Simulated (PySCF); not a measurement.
Br₂Hf, SMILES [Hf]([Br])[Br], multiplicity 1.

The structure is a stationary point at PBE-D3(BJ)/def2-SVP. The multiplicity is an assumed one; other spin states were not compared. The def2 effective core potentials stand for the cores of Hf; spin–orbit coupling is left out.

Calculation: CAM-B3LYP/def2-TZVPD (PySCF).

Isolated molecule, no solvent.

Computed frontier levels, gap, dipole moment and polarisability:
```yaml
highest_occupied_level: -7.15 eV
lowest_empty_level: -1.79 eV
orbital_gap: 5.37 eV
dipole_moment: 0.68 D
quadrupole, principal values (traceless, Buckingham form, about the centre of nuclear charge): -7.11, 3.28, 3.83 D·Å
mean_static_polarisability: 103.2 bohr³ (15.29 Å³)
polarisability_principal_values: 92.9, 94.2, 122.5 bohr³
```
